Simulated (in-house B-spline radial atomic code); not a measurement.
Au. Computed with a B-spline radial atomic code. Model: non-relativistic spherical atom: semilocal Troullier-Martins pseudo-atom, one channel per l, against all electrons, high spin, G0W0 and RPA with empty states to l = 8, local potential for every l without a channel, a model core (radius 0 = none) keeps its share of the functional.

The core holds an angular momentum without a channel of its own, so the local potential lets valence electrons into it.

Without relativity these are model numbers for so heavy an element.

What the tables leave out is listed at the end.

The pseudopotential gives back the lowest level of each angular momentum of its own functional in the configuration it was made in; a second state of the same l is only approximately right. Exact exchange, RPA and GW see the smooth pseudo-orbitals and miss the exchange with the core, for which the functional's share stands in. The column with an uncorrelated core keeps all orbitals and exact exchange, and so separates missing core correlation from pseudisation. Only the three outermost levels and the lowest empty one were computed. RPA here is direct RPA, with no exchange kernel, and its energies carry an (l + 1/2)⁻⁴ tail. A hybrid on a potential with a model core restores only its own semilocal share of the core's exchange.

Command:
```bash
python run_psgw.py task.json out
```
Settings (lengths in bohr, energies in hartree):
```
Z                      79
electrons              79
configuration          [Xe] 4f14 5d10 6s1
generated_in           [Xe] 4f14 5d10 6s1
functional             lda,vwn
core_shells            11
radius_factor          1.3
core_correction        False
ion_configuration      [Xe] 4f14 5d10
```

Cost of the run: 110 s on 1 thread of Arm Neoverse N1, with other jobs on the host.

Given: made with LDA VWN5; model core radius 0 bohr; local radius 1.61 bohr; mean-field start LDA VWN5.

Valence shells of the generating configuration: 5p, 5d, 6s.

Channel: s 3.4, p 1.294, d 1.579 (radii in bohr).

Computed: largest level miss in the spin-unpolarised generating configuration 0 eV; valence RPA correlation energy all-electron orbitals -0.97343 hartree; valence RPA correlation energy pseudo -1.2013 hartree; pseudo-atom RPA polarisability 41.337 bohr³; ionisation by mean-field all-electron 7.759 eV; ionisation by mean-field pseudo minus all 0.004 eV; ionisation by RPA pseudo minus all 0.997 eV.

```
          level  occupied  mean-field all-electron (eV)  mean-field pseudo minus all (eV)  G0W0 all-electron (eV)  G0W0 uncorrelated core minus all (eV)  G0W0 pseudo minus all (eV)  exchange self-energy all-electron (eV)  exchange self-energy pseudo (eV)
          6s up         1                        -4.672                             0.004                 -7.5741                                  0.024                      -0.694                                 -10.674                           -11.282
6s down (empty)         0                       -4.0581                             -0.01                 -1.4939                                  0.023                      -0.782                                 -3.1461                           -3.8028
```

(1) What is the ionisation by RPA all-electron?

(2) What is the all-electron RPA polarisability, core included?

Given: mean-field start PBE0.

Computed: valence RPA correlation energy all-electron orbitals -0.91661 hartree; valence RPA correlation energy pseudo -1.1423 hartree; all-electron RPA polarisability, core included 39.073 bohr³; pseudo-atom RPA polarisability 34.447 bohr³; ionisation by mean-field all-electron 7.1573 eV; ionisation by RPA pseudo minus all 1.102 eV.

```tsv
level	occupied	mean-field all-electron (eV)	mean-field pseudo minus all (eV)	G0W0 all-electron (eV)	G0W0 uncorrelated core minus all (eV)	G0W0 pseudo minus all (eV)	exchange self-energy all-electron (eV)	exchange self-energy pseudo (eV)
6s up	1	-4.9703	-0.327	-7.4354	0.025	-0.905	-10.206	-11.745
6s down (empty)	0	-2.6451	-0.267	-1.2473	0.022	-0.64	-2.6717	-3.795
```

(3) What is the ionisation by mean-field pseudo minus all?

(4) What is the ionisation by RPA all-electron?

Given: mean-field start Hartree-Fock.

Computed: valence RPA correlation energy all-electron orbitals -0.79057 hartree; valence RPA correlation energy pseudo -1.0059 hartree; all-electron RPA polarisability, core included 34.44 bohr³; ionisation by mean-field all-electron 5.9305 eV; ionisation by mean-field pseudo minus all 1.813 eV; ionisation by RPA pseudo minus all 1.31 eV.

```tsv
level	occupied	mean-field all-electron (eV)	mean-field pseudo minus all (eV)	G0W0 all-electron (eV)	G0W0 uncorrelated core minus all (eV)	G0W0 pseudo minus all (eV)	exchange self-energy all-electron (eV)	exchange self-energy pseudo (eV)
6s up	1	-6.0397	-2.008	-7.1056	0.022	-1.366	-8.9904	-14.16
5d down	1	-14.13	1.559	-13.862	0.126	1.488	-33.391	-26.468
5d up	1	-14.215	1.146	-13.961	0.123	1.193	-33.094	-26.699
```

(5) What is the ionisation by RPA all-electron?

(6) What is the pseudo-atom RPA polarisability?

## Answers

(1) 7.6312 eV.

(2) 41.262 bohr³.

(3) 0.424 eV.

(4) 7.4836 eV.

(5) 7.0959 eV.

(6) 19.896 bohr³.

Among the listed levels the largest G0W0 shift of the pseudo-atom is +1.49 eV, for 5d down on the Hartree-Fock start, while leaving the core uncorrelated moves that level by +0.13 eV. So pseudisation and the lost core exchange, not the missing core correlation, make the error. Not in the tables (levels of low weight, unsolved or above zero; the highest and the empty levels are kept at any weight): on LDA the G0W0 levels 5d down (pseudo minus all +0.86 eV, weights 0.50 and 0.04), 5d up (pseudo minus all +0.40 eV, weights 0.21 and 0.38); on PBE0 the G0W0 levels 5d down (pseudo minus all +0.81 eV, weights 0.78 and 0.74), 5d up (pseudo minus all -0.00 eV, weights -0.90 and 0.69).
